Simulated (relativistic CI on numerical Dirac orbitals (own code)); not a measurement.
Electric-dipole transitions in Fe¹⁹⁺

Method of calculation: Dirac-Coulomb-Breit CI, KLI orbitals optimised for each configuration, model QED (radiative potential, 1s self-energy scaled to tabulated hydrogen-like ionisation energies), unscaled Slater integrals (own radial code, finite nucleus).

Configuration list (outside the closed core 1s2): 2s2.2p3, 2s.2p4, 2p5, 2p4.3s, 2p4.3p, 2p4.3d, 2s2.2p2.3s, 2s2.2p2.3p, 2s2.2p2.3d, 2s.2p3.3s, 2s.2p3.3p, 2s.2p3.3d, 2s2.2p2.4s, 2s2.2p2.4p, 2s2.2p2.4d, 2s2.2p2.4f. Levels of other configurations are missing.

```
λ vac (Å)                Lower                    Upper   A (s⁻¹)        gf  Branching (%)
   12.597  2s2.2p3 4S°_3/2 [1]    2s.2p3.3p 4P_5/2 [73]  4.90e+12  7.00e-01           86.6
   12.810  2s2.2p3 4S°_3/2 [1]   2s2.2p2.3d 4P_1/2 [60]  1.87e+13  9.22e-01           88.7
   12.819    2s.2p4 4P_3/2 [7]  2s.2p3.3d 4D°_5/2 [181]  8.41e+12  1.24e+00           69.3
   12.825  2s2.2p3 2P°_1/2 [4]   2s2.2p2.3d 2D_3/2 [86]  1.39e+13  1.37e+00           75.0
   12.825  2s2.2p3 4S°_3/2 [1]   2s2.2p2.3d 4P_3/2 [58]  2.04e+13  2.02e+00           95.6
   12.845  2s2.2p3 4S°_3/2 [1]   2s2.2p2.3d 4P_5/2 [56]  1.33e+13  1.97e+00           85.8
   12.858  2s2.2p3 2D°_3/2 [2]   2s2.2p2.3d 2D_5/2 [70]  9.81e+12  1.46e+00           45.4
   12.865  2s2.2p3 2D°_3/2 [2]   2s2.2p2.3d 2D_3/2 [69]  1.16e+13  1.15e+00           64.5
   12.877    2s.2p4 4P_5/2 [6]  2s.2p3.3d 4S°_3/2 [160]  1.21e+13  1.20e+00           57.3
   12.883  2s2.2p3 2D°_5/2 [3]   2s2.2p2.3d 2F_7/2 [74]  2.69e+13  5.36e+00          100.0
   12.893    2s.2p4 4P_1/2 [8]  2s.2p3.3d 4P°_3/2 [177]  1.21e+13  1.21e+00           85.0
   12.901  2s2.2p3 4S°_3/2 [1]   2s2.2p2.3d 2F_5/2 [53]  4.95e+12  7.41e-01           58.1
   12.908    2s.2p4 4P_5/2 [6]  2s.2p3.3d 2P°_3/2 [157]  1.21e+13  1.21e+00           70.2
   12.921  2s2.2p3 2D°_5/2 [3]   2s2.2p2.3d 2D_5/2 [70]  1.06e+13  1.59e+00           49.1
   12.928    2s.2p4 4P_5/2 [6]  2s.2p3.3d 4P°_5/2 [152]  2.17e+13  3.26e+00           99.7
   12.942    2s.2p4 4P_5/2 [6]  2s.2p3.3d 2G°_7/2 [150]  9.67e+12  1.94e+00           97.7
   12.949  2s2.2p3 2P°_3/2 [5]   2s2.2p2.3d 2D_5/2 [85]  1.38e+13  2.09e+00           92.8
   12.960    2s.2p4 4P_5/2 [6]  2s.2p3.3d 4D°_7/2 [149]  8.34e+12  1.68e+00           99.7
   12.981  2s2.2p3 2D°_3/2 [2]   2s2.2p2.3d 2D_5/2 [63]  1.62e+13  2.46e+00           70.2
   13.045  2s2.2p3 2D°_5/2 [3]   2s2.2p2.3d 2D_5/2 [63]  5.12e+12  7.84e-01           22.2
   13.080  2s2.2p3 2P°_3/2 [5]   2s2.2p2.3d 2D_5/2 [82]  1.60e+13  2.46e+00           82.0
   13.081  2s2.2p3 2P°_3/2 [5]   2s2.2p2.3d 2P_3/2 [81]  1.52e+13  1.56e+00           80.2
   13.089  2s2.2p3 2D°_5/2 [3]   2s2.2p2.3d 2F_7/2 [61]  7.09e+12  1.46e+00          100.0
   13.092    2s.2p4 4P_3/2 [7]  2s.2p3.3d 4D°_5/2 [147]  1.35e+13  2.08e+00           89.8
   13.161   2s.2p4 2D_5/2 [10]  2s.2p3.3d 2F°_7/2 [186]  1.12e+13  2.34e+00           99.3
   13.191  2s2.2p3 2P°_1/2 [4]   2s2.2p2.3d 2D_3/2 [62]  9.09e+12  9.49e-01           78.1
   13.297   2s.2p4 2S_1/2 [11]  2s.2p3.3d 2P°_3/2 [193]  1.29e+13  1.37e+00           68.7
   13.339   2s.2p4 2D_5/2 [10]  2s.2p3.3d 2F°_5/2 [168]  7.84e+12  1.25e+00           54.7
   13.346   2s.2p4 2D_5/2 [10]  2s.2p3.3d 2F°_7/2 [167]  7.08e+12  1.51e+00           80.3
   13.389    2s.2p4 4P_5/2 [6]  2s.2p3.3d 4D°_7/2 [111]  9.10e+12  1.96e+00           99.7
```

Terms are leading LS components. Brackets give the number of a level in order of energy, since labels repeat. The list gives strong lines, with weight on those to low levels, without lines whose two gauges differ by over a factor of 2.5, among the lowest 200 of 359 levels, so that lines to higher ones, which can be the strongest, are missing. Levels whose partners in the same complex of configurations lie outside the list can be far off, and so can their lines. Rates are taken at the computed energies, electric ones in the length gauge.

At this charge energies of transitions that change n are usually good to better than 1 %, and those within a shell (Δn = 0) to a few per cent.

LS names give the leading component of a level, which can be under half, so a name can repeat, a term be missing and a line seem to break the LS rules.
